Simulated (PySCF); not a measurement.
# Reading the logs of faulty runs: B2H4NSi

All numbers below are calculated, not measured. The program is PySCF 2.14.0, an open-source quantum chemistry code, run on an isolated molecule that a program drew, which may never have been made. The molecule is B2H4NSi (charge 0, doublet), drawn as the SMILES string `B=N[SiH]B`.

Each row is a Hartree-Fock (HF) and frozen-core CCSD(T) single point in the cc-pV(D+d)Z basis, meant for a local HF minimum. Run 1 is clean. Each other run has one planted mistake out of seven kinds, and not every kind appears here: one electron removed, one electron added, multiplicity raised by two, geometry at a saddle point, minimal basis STO-3G, one bond length entered in bohr, all coordinates scaled. The reference is restricted for singlets and unrestricted otherwise, and also for a bond in bohr. Adding or removing an electron swaps singlet and doublet. Electrons count all cores. HOMO and LUMO are orbital energies over both spins, the gradient is its largest component, and the lowest frequency (negative if imaginary) is given only where the gradient is small. Bond lengths are over the 7 bonds as drawn. T1 is the CCSD diagnostic: over 0.02 (restricted) or 0.045 (unrestricted) a single reference is doubtful.

Geometry of the clean run:
```xyz
8
B2H4NSi, angstrom
B    -1.0931   -0.7435   -1.0287
N    -0.9151   -1.8582   -0.5034
Si   -0.6559   -3.3511    0.2526
B     0.0921   -3.6069    2.0038
H    -1.2625    0.3028   -1.5270
H    -1.0872   -4.4476   -0.6337
H     0.2164   -4.7299    2.4079
H     0.4263   -2.6748    2.6793
```

| run | electrons | basis functions | <S^2> | HOMO (eV) | LUMO (eV) | gradient (hartree/bohr) | lowest frequency (cm^-1) | mean bond (Å) | longest bond (Å) | T1 | HF (hartree) | CCSD(T) (hartree) | mistake |
|---|---|---|---|---|---|---|---|---|---|---|---|---|---|
| 1 | 35 | 85 | 0.762 | -7.50 | 0.94 | 3.2e-05 | 125 | 1.4149 | 1.921 | 0.0171 | -395.06974 | -395.53127 | no fault |
| 2 | 35 | 85 | 0.763 | -7.48 | 0.91 | 2.4e-02 | - | 1.4403 | 1.956 | 0.0180 | -395.06704 | -395.53229 | all coordinates scaled |
| 3 | 36 | 85 | 0.000 | -0.53 | 7.61 | 4.6e-02 | - | 1.4149 | 1.921 | 0.0186 | -395.06075 | -395.57084 | one electron added |
| 4 | 35 | 28 | 0.784 | -4.86 | 5.09 | 7.3e-02 | - | 1.4149 | 1.921 | 0.0234 | -390.37771 | -390.61136 | ? |

**Which mistake was planted in run 4, and what did it cost?**

It has 28 basis functions where the clean run has 85, with the same electrons and geometry. So the mistake is: minimal basis STO-3G. Subtracting run 1 and multiplying by 627.51 kcal/mol a hartree, the energy moved by 2944.3 kcal/mol in HF and 3087.3 kcal/mol in CCSD(T).

